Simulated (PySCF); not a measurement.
C₂ClO₂Pt, neutral, multiplicity 2. Atoms are numbered in the order given.

```xyz
6

Pt     0.1114     0.0520     0.0000
Cl     0.2500     2.3534     0.0000
O     -2.6659    -1.2130     0.0000
C     -1.6850    -0.6017     0.0000
O      1.5335    -2.6449     0.0000
C      1.0381    -1.5989     0.0000
```
Charge 0, spin multiplicity 2.

The structure is a stationary point at PBE-D3(BJ)/def2-SVP. The spin state was assumed, not searched. The isomer is the one that the SMILES or the coordinates give; other isomers of the formula were not compared. The def2 effective core potentials stand for the cores of Pt; spin–orbit coupling is left out.

These are CAM-B3LYP/def2-TZVP (PySCF) values and carry that method's errors.

ESP charges are fitted to the potential on shells at 1.4 to 2.0 van der Waals radii. Atomic charges (e):

```json
[
 {"atom": "Pt1", "ESP fit": "-0.05", "Mulliken": "…", "Mulliken spin": "0.50"},
 {"atom": "Cl2", "ESP fit": "-0.24", "Mulliken": "…", "Mulliken spin": "0.16"},
 {"atom": "O3", "ESP fit": "-0.14", "Mulliken": "…", "Mulliken spin": "0.00"},
 {"atom": "C4", "ESP fit": "0.28", "Mulliken": "…", "Mulliken spin": "0.19"},
 {"atom": "O5", "ESP fit": "-0.19", "Mulliken": "…", "Mulliken spin": "0.03"},
 {"atom": "C6", "ESP fit": "0.34", "Mulliken": "…", "Mulliken spin": "0.13"}
]
```

Question: Some entries are withheld; supply them. (An estimate is asked for; the answer gives what the named calculation found.)

Answer: 
- Pt1, Mulliken: 0.52
- Cl2, Mulliken: -0.40
- O3, Mulliken: -0.03
- C4, Mulliken: -0.02
- O5, Mulliken: -0.05
- C6, Mulliken: -0.01
